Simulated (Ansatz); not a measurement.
The cluster Li₁₁. The state is a doublet with charge 0. Geometry B3LYP/def2-SVPD, that of the charge -1 singlet; atoms count from 1.

| atom | x (Å) | y (Å) | z (Å) |
| --- | --- | --- | --- |
| Li1 | 1.276 | -1.269 | 2.065 |
| Li2 | -2.250 | 1.042 | -0.421 |
| Li3 | 0.716 | 1.232 | 0.623 |
| Li4 | -3.581 | -1.612 | 0.540 |
| Li5 | -0.742 | -1.347 | -0.233 |
| Li6 | 3.421 | 0.935 | 1.773 |
| Li7 | 2.326 | -0.736 | -0.625 |
| Li8 | -2.663 | -0.957 | -2.499 |
| Li9 | 2.918 | 2.050 | -1.230 |
| Li10 | -1.577 | 0.008 | 2.241 |
| Li11 | 0.155 | 0.654 | -2.233 |

The charge 0 doublet is spin-contaminated (final ⟨S²⟩ up to 0.83, 0.75 for a pure state). The structure comes from a short search, and lower isomers may exist.

(1) Estimate the Mulliken populations from the PBE0/def2-TZVPD orbitals of Ansatz.

(2) Where does the spin sit?

(3) And the Mayer bond orders between bonded heavy atoms (over 0.3)?

## Answers

(1) 
```csv
atom,charge (e),spin (α − β)
Li1,-0.05,0.06
Li2,-0.21,0.15
Li3,0.55,0.12
Li4,-0.19,0.13
Li5,0.54,0.12
Li6,-0.20,0.13
Li7,-0.21,0.15
Li8,-0.21,0.08
Li9,-0.21,0.08
Li10,-0.05,0.06
Li11,0.25,-0.09
```
Mulliken values and Mayer orders depend strongly on the basis. With diffuse functions, as here, like atoms can get unlike values, and bond orders can come out too low or too high.

(2) Summed by element: Li 1.00, of 1 unpaired in all. Largest on single atoms: Li2 0.15, Li7 0.15, Li4 0.13.

(3) Li1–Li6 0.37 (3.09 Å); Li2–Li4 0.35 (3.12 Å); Li2–Li8 0.41 (2.91 Å); Li4–Li10 0.38 (3.09 Å); Li6–Li7 0.35 (3.12 Å); Li7–Li9 0.41 (2.91 Å). Values over 0.3 also appear between atoms too far apart for a bond (Li4–Li8 0.45 at 3.24 Å; Li6–Li9 0.45 at 3.24 Å); they arise where an orbital or an unpaired electron spreads over both atoms.
